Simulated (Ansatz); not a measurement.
Input file for Ansatz (an electronic-structure program): R-B3LYP-D3(BJ)/def2-TZVP on CH4 (SMILES C).

Ansatz 0.2 input:
```yaml
crystal:
  periodic: [false, false, false]
  atoms:
    - {symbol: C, position_ang: [0.00000000, 0.00000000, 0.00000000]}
    - {symbol: H, position_ang: [0.62910000, 0.62910000, 0.62910000]}
    - {symbol: H, position_ang: [-0.62910000, -0.62910000, 0.62910000]}
    - {symbol: H, position_ang: [0.62910000, -0.62910000, -0.62910000]}
    - {symbol: H, position_ang: [-0.62910000, 0.62910000, -0.62910000]}
basis:
  gaussian:
    orbitals: def2-TZVP
hamiltonian:
  xc: b3lyp
  dispersion: d3bj
relax: {f_tol: 0.004, max_steps: 120}
scf: {lower_state_search: off}
```

The log:

```
WARN ansatz: RAYON_NUM_THREADS=1 ignored (pool sized by the plan → 1); use --threads N
Functional definition: B3LYP
these checks for a lower state are left out or cut short: stability, starts, cluster_reference, orbital_swaps, neighbouring_geometries, increment
integrals: 0.01 GiB planned
356 factors; their error is unknown
mean field: 0.09 GiB planned
mean field evaluation 1: about -1097.5520 eV, gradient 5.0e1 eV
mean field evaluation 2: about -1095.4705 eV, gradient 5.4e1 eV
mean field evaluation 4: about -1103.0918 eV, gradient 6.8e-2 eV
mean field evaluation 8: about -1103.0821 eV, gradient 7.7e-4 eV
mean field -1103.08211623 eV, -40.5375200757 hartree, gradient 7.1e-7 eV, S^2 0.000000; 0 other end points of the search recorded, 0 dependent functions left out
the calculation of the forces begins
reference -1103.08229609 eV, -40.5375266852 hartree; 5, 5 occupied and 50, 50 virtual orbitals, 356 factors
relax step   1: F+E_penalty+E_count = -1103.13418472 eV  Δ(F+E_penalty+E_count) = +0.000e0 eV  max|allowed force component| = 8.227e-3 eV/Å  Δτ_max = 0.0000 Å  (13 SCF iters, accepted)
these checks for a lower state are left out or cut short: stability, starts, cluster_reference, orbital_swaps, neighbouring_geometries, increment
integrals: 0.01 GiB planned
356 factors; their error is unknown
mean field: 0.09 GiB planned
mean field evaluation 16: about -1103.0918 eV, gradient 2.5e-1 eV
mean field -1103.08212661 eV, -40.5375204568 hartree, gradient 1.8e-6 eV, S^2 0.000000; 0 other end points of the search recorded, 0 dependent functions left out
the calculation of the forces begins
reference -1103.08230644 eV, -40.5375270654 hartree; 5, 5 occupied and 50, 50 virtual orbitals, 356 factors
relax step   2: F+E_penalty+E_count = -1103.13419576 eV  Δ(F+E_penalty+E_count) = -1.104e-5 eV  max|allowed force component| = 2.253e-3 eV/Å  Δτ_max = 0.0003 Å  (16 SCF iters, accepted)
Total energy: -1103.13437559 eV, -40.5394405716 hartree
Atom 0 at     0.000000     0.000000    -0.000000 Å, force     0.000000    -0.000000    -0.000000 eV/Å
Atom 1 at     0.628924     0.628924     0.628924 Å, force    -0.002253    -0.002253    -0.002253 eV/Å
Atom 2 at    -0.628924    -0.628924     0.628924 Å, force     0.002253     0.002253    -0.002253 eV/Å
Atom 3 at     0.628924    -0.628924    -0.628924 Å, force    -0.002253     0.002253     0.002253 eV/Å
Atom 4 at    -0.628924     0.628924    -0.628924 Å, force     0.002253    -0.002253     0.002253 eV/Å
Dipole moment:    -0.000000    -0.000000     0.000000 e Å
Checks for a lower state left out: stability, starts, cluster_reference, orbital_swaps, neighbouring_geometries, increment
```

Self-consistency was reached.

Cost: about 0.9 core-seconds (a rough figure).
